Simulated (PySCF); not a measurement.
Method: PySCF with PBE-D3(BJ)/def2-TZVP // r2SCAN-D4/def2-SVP. Isolated molecules, 0 K electronic values unless said otherwise. One relaxed conformer stands for a flexible species; it need not be the lowest. Excitations are Tamm–Dancoff values on a coarser integration grid. The basis has no diffuse functions, so Rydberg states are missing or too high.

Reference species (SMILES): `S[SiH2][GeH2][SH]` (neutral, multiplicity 1).

The LUMO is -1.59 eV and the HOMO–LUMO gap comes out as 4.33 eV. The T1 excitation (TDA) is 4.12 eV.

Changed species: `S[SiH2][GeH2][SiH2][GeH2][SH]` (n = 2; the reference has n = 1).

Problem. Predict the effect on the LUMO, HOMO–LUMO gap and T1 excitation (TDA).

Solution. the LUMO drops by 0.33 eV, to -1.92 eV; the HOMO–LUMO gap decreases by 0.37 eV, to 3.96 eV; the T1 excitation (TDA) falls by 0.32 eV, to 3.80 eV.
